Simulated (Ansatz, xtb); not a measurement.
## C5H8O2S: which of two isomers lies lower

Structure I: `CC(=O)C(S)C(C)=O`, a singlet. Structure II: `CC(=O)/C(S)=C(\C)O`, a singlet. Both are isolated molecules in the gas phase, relaxed with r2SCAN-D4/def2-SVP, each in the lowest conformer that the search found.

Estimate E(II) − E(I) at the level CCSD(T)/def2-SVP + ΔMP2/def2-TZVPP.

Calculated at CCSD(T)/def2-SVP + ΔMP2/def2-TZVPP: E(II) − E(I) = +23.4 kJ/mol, so structure I lies lower.

Level by level:

| level | geometry | E(II) − E(I) (kJ/mol) | departure from the last row (kJ/mol) | job, with rough time for the two |
| --- | --- | --- | --- | --- |
| r2SCAN-D4/def2-SVP | r2SCAN-D4/def2-SVP | +16.6 | −6.8 | optimisation, 8.4 min |
| HF/def2-SVP | r2SCAN-D4/def2-SVP | +42.5 | +19.2 | part of the CCSD(T) run |
| MP2/def2-SVP | r2SCAN-D4/def2-SVP | +35.7 | +12.3 | part of the CCSD(T) run |
| CCSD(T)/def2-SVP | r2SCAN-D4/def2-SVP | +37.9 | +14.6 | single point |
| CCSD(T)/def2-SVP + ΔMP2/def2-TZVPP | r2SCAN-D4/def2-SVP | +23.4 |  | single point, 6.3 min |

As drawn, II has 1 C=C, 1 C–O, 1 O–H in place of 1 C–C, 1 C=O, 1 C–H.

The levels shown agree on the order. The largest departure from CCSD(T)/def2-SVP + ΔMP2/def2-TZVPP is that of HF/def2-SVP, 19.2 kJ/mol. No reliable frequencies are at hand for II, so it isn't confirmed as a minimum. Levels run at GFN2-xTB geometries aren't shown. The last row adds to CCSD(T) the change of the MP2 difference between the two basis sets, here −14.6 kJ/mol, a large step that makes the value less sure.

The correlated steps freeze 12 core orbitals. Run with Ansatz 0.2.0, xtb 6.7.1; the last row on 2 threads of Intel(R) Xeon(R) Processor @ 2.50GHz (Skylake/Cascade Lake) on a shared host.
